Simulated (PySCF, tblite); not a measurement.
Compound: C2H6O3Si.
SMILES with atom numbers: `[CH3:1][C:2](=[O:3])[O:4][SiH2:5][OH:6]` (hydrogens: H7, H8, H9 on C1; H10, H11 on Si5; H12 on O6)

Computed with GFN2-xTB (tblite), gas phase: Langevin dynamics at 400 K from the optimised GFN2-xTB geometry, time step 0.5 fs, friction 0.01 fs⁻¹, 2000 steps. Over the second half of the run the saved frames average 345 K.

Frame at 250 fs, instantaneous temperature 336 K:
```
atom  x, y, z in Å
C1      1.726    0.029    0.233
C2      0.269    0.108    0.796
O3      0.153   -0.418    1.858
O4     -0.618    0.766    0.107
Si5    -2.300    0.805    0.167
O6     -2.815   -0.117   -1.058
H7      2.444    0.072    1.050
H8      1.861   -0.924   -0.210
H9      1.821    0.854   -0.455
H10    -2.946    0.611    1.456
H11    -2.247    2.089   -0.503
H12    -2.890   -1.092   -1.241
```

Frame at 425 fs, instantaneous temperature 369 K:
```
atom  x, y, z in Å
C1      1.498    0.588    1.091
C2      0.163   -0.110    1.204
O3     -0.037   -0.930    2.036
O4     -0.736    0.276    0.262
Si5    -2.412    0.322    0.310
O6     -3.089    0.206   -1.142
H7      1.860    0.538    0.025
H8      1.419    1.546    1.467
H9      2.181    0.059    1.718
H10    -2.976   -0.631    1.101
H11    -2.428    1.741    0.909
H12    -2.803    0.593   -1.959
```

Frame at 625 fs, instantaneous temperature 341 K:
```
atom  x, y, z in Å
C1      1.462   -0.439    0.850
C2     -0.022   -0.417    1.206
O3     -0.549   -1.007    2.136
O4     -0.805    0.337    0.483
Si5    -2.413    0.066    0.215
O6     -2.689    1.135   -0.946
H7      1.776    0.621    0.988
H8      2.024   -1.159    1.492
H9      1.622   -0.646   -0.145
H10    -2.561   -1.282   -0.195
H11    -3.227    0.377    1.410
H12    -2.210    1.369   -1.697
```

Frame at 800 fs, instantaneous temperature 297 K:
```
atom  x, y, z in Å
C1      1.512    0.523    0.573
C2      0.207   -0.159    0.859
O3      0.009   -1.098    1.567
O4     -0.902    0.338    0.180
Si5    -2.483   -0.139    0.143
O6     -3.065    0.919   -0.913
H7      1.320    1.511    0.111
H8      2.090    0.606    1.491
H9      1.957   -0.182   -0.180
H10    -2.308   -1.550   -0.135
H11    -3.297    0.014    1.387
H12    -3.946    0.962   -1.274
```

Frame at 1000 fs, instantaneous temperature 279 K:
```
atom  x, y, z in Å
C1      1.392    0.500    1.128
C2      0.247   -0.396    0.879
O3      0.257   -1.629    1.002
O4     -0.788    0.250    0.449
Si5    -2.374   -0.244    0.715
O6     -3.121    0.129   -0.632
H7      1.700    0.328    2.137
H8      2.247    0.218    0.418
H9      1.107    1.593    1.071
H10    -2.271   -1.558    1.209
H11    -2.948    0.706    1.637
H12    -2.852   -0.326   -1.444
```

Task: What do single points at PBE0/def2-SVPD (PySCF, gas phase, TDDFT, vertical, frozen core in the response) give on these frames?

Result: 
| t (fs) | GFN2-xTB E above start (eV) | DFT E above lowest frame (eV) | HOMO (eV) | LUMO (eV) | dipole (D) | S1 (eV) | f(S1) |
| --- | --- | --- | --- | --- | --- | --- | --- |
| 250 | 0.58 | 0.34 | -7.66 | -0.30 | 1.78 | 5.61 | 0.000 |
| 425 | 0.49 | 0.13 | -8.12 | -0.15 | 3.01 | 5.83 | 0.001 |
| 625 | 0.41 | 0.03 | -7.95 | -0.14 | 3.39 | 5.48 | 0.000 |
| 800 | 0.44 | 0.00 | -8.07 | -0.14 | 2.13 | 5.63 | 0.001 |
| 1000 | 0.47 | 0.10 | -7.92 | -0.39 | 1.44 | 5.43 | 0.000 |

The two levels order the frames alike by energy but for pairs within 0.08 eV at one level; measured from each level's lowest frame they differ by 0.17 eV at most. The HOMO–LUMO gap runs from 7.36 to 7.97 eV. These are instantaneous structures, not minima.

The cost below is that of the whole dynamics run. The run took 8.7 s on one thread, Arm Neoverse V1 (aarch64), no GPU (shared host), and the process peaked at 0.18 GiB of memory.
